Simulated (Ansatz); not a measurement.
Mulliken charges of `Cl[C]1=[CH][SnH2]1` from PBE/def2-TZVPP in Ansatz (PBE0-D4/def2-TZVP geometry).

```
atom   x (Å)   y (Å)   z (Å)  charge (e)
 Cl1  -1.015  -2.465   0.560      -0.066
  C2  -0.298  -0.943   0.239      -0.162
  C3   0.898  -0.438   0.484      -0.266
 Sn4  -0.274   1.014  -0.503       0.581
  H5   1.810  -0.790   0.953       0.091
  H6  -0.997   2.266   0.385      -0.088
  H7  -0.062   1.287  -2.164      -0.088
```

Problem. By hand: the dipole of these point charges (1 e Å = 4.8032 D).

Solution. Σ q r = (-0.025, 0.637, -0.253) e Å, of length 0.686 e Å = 3.29 D.

Problem. How does the dipole of the full density compare? (An estimate is asked.)

Solution. The calculation gave: (0.105, 0.347, -0.095) e Å, 1.80 D; the point charges give 1.83 times that, at 19° from its direction.

Point charges leave out the atoms' own dipoles, such as those of lone pairs, and Mulliken's split depends on the basis, so the two needn't agree.
